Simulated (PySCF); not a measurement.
Species: CH7BGe.
Bonds: B1–Ge2, Ge2–C3. Hydrogens: H4, H5 on B1; H6, H7 on Ge2; H8, H9, H10 on C3.

Computed by this run: PySCF 2.14.0, PBE0-D3(BJ)/def2-SVP geometry optimisation, gas phase; density fitting, grid level 1; the optimiser is geomeTRIC in internal coordinates, started from a GFN2-xTB structure with every atom displaced at random (about 0.01 Å).

Step 0: E = -58326.4636 eV
```
atom  x, y, z in Å  |  force x, y, z in eV/Å
B1      1.8947   -0.2144    0.0376   -1.115   0.469  -0.584
Ge2     0.1009    0.6932   -0.2889   -0.741  -0.405   0.083
C3     -1.4199   -0.4858    0.2202    1.403   0.408   0.717
H4      2.3604   -0.9182   -0.7585    0.490  -0.793  -0.853
H5      2.4560   -0.0447    1.0212    0.860   0.209   1.493
H6     -0.1721    1.0967   -1.7185    0.074   0.020  -0.745
H7     -0.1163    1.9900    0.4506    0.069   0.538   0.536
H8     -1.3205   -0.7358    1.2778   -0.064  -0.040   0.323
H9     -1.3746   -1.4001   -0.3270   -0.035  -0.996  -0.716
H10    -2.3582   -0.0017    0.0645   -0.940   0.592  -0.254
```

Question: Estimate the geometry and energy of step 1. (The exact step hangs on the optimiser's Hessian estimate; all steps are aligned on step 0, rigid shifts and turns removed.)

Answer: E = -58326.6503 eV, largest force 0.266 eV/Å
```
atom  x, y, z in Å  |  force x, y, z in eV/Å
B1      1.8618   -0.2033    0.0270    0.102   0.019   0.082
Ge2     0.0559    0.7248   -0.3150   -0.030   0.217  -0.030
C3     -1.3850   -0.4963    0.2411   -0.200  -0.032  -0.174
H4      2.3586   -0.9411   -0.7942   -0.023   0.021   0.032
H5      2.4377   -0.0660    1.0876   -0.057  -0.036  -0.117
H6     -0.1596    1.0958   -1.8113    0.019  -0.070   0.172
H7     -0.1020    2.0385    0.5076    0.029  -0.162  -0.106
H8     -1.3023   -0.7429    1.3082    0.014   0.022   0.034
H9     -1.3597   -1.4353   -0.3395   -0.006   0.162   0.064
H10    -2.3550    0.0050    0.0676    0.152  -0.141   0.044
```

The energy changes by -0.1867 eV. The first-order estimate −F·Δx gives -0.4327 eV and the mean of the old and new forces, exact on a quadratic surface, -0.1925 eV. The step makes an angle of 49° with the force vector and moves no atom by more than 0.094 Å.

What follows is the cost of the whole optimisation. The run took 12 s of wall time on an Arm Neoverse V1 with one thread, on a shared host, and the process peaked at 0.39 GiB of memory.
